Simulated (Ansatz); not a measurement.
Reactions of CH8BGaSi, SMILES `[SiH3]B[CH2][GaH2]`.

Computed with Ansatz on PBE0-D4/def2-TZVP structures; ΔE is electronic, products minus reactants. CCSD(T)/CBS is the MP2 limit (def2-TZVPP, def2-QZVPP) plus CCSD(T) − MP2 in def2-TZVPP, frozen cores. This one scheme is used for every species. DFT in def2-TZVPP. Triplets are unrestricted, without spin–orbit coupling. For Ga outer-core shells are correlated without core-valence functions, which leaves a few kJ/mol of doubt a bond. Scalar relativity is left out up to krypton. Each species was taken in one conformer, which may not be the lowest.

```tsv
reaction	PBE-D4 (kJ/mol)	PBE0-D4 (kJ/mol)	ωB97X-V (kJ/mol)	r2SCAN-D4 (kJ/mol)	CCSD(T)/CBS(def2) (kJ/mol)
`[SiH3]B[CH2][GaH2]` + `C=N[SiH2]N` → `C=N[SiH2]N[SiH3]` + `B[CH2][GaH2]`	-45	-53	-65	-58	-65
`[SiH3]B[CH2][GaH2]` + `[SiH3]S` → `[SiH3]BCS[SiH3]` + `[GaH3]`	89	88	80	91	93
`[SiH3]B[CH2][GaH2]` + H₂S → `[SiH3]BS` + `[CH3][GaH2]`	-60	-60	-63	-62	-58
`[SiH3]B[CH2][GaH2]` → `[SiH3][BH][GaH2]` + `[CH2]` (triplet)	520	512	520	493	516
`[SiH3]B[CH2][GaH2]` + `[OH][Al]([Cl])[Cl]` → `[SiH3][O][Al]([Cl])[Cl]` + `B[CH2][GaH2]`	-89	-101	-118	-110	-117
`[SiH3]B[CH2][GaH2]` + `CN[SiH3]` → `CN([SiH3])B[SiH3]` + `[CH3][GaH2]`	-96	-96	-102	-97	-100
`[SiH3]B[CH2][GaH2]` → `C[B]([SiH3])[GaH2]`	31	33	34	34	39
`[SiH3]B[CH2][GaH2]` + `N[SiH](O)F` → `O[SiH](F)N[SiH3]` + `B[CH2][GaH2]`	-42	-50	-64	-56	-62
```

Largest T1 diagnostic: 0.015, for `[SiH3]BS`.
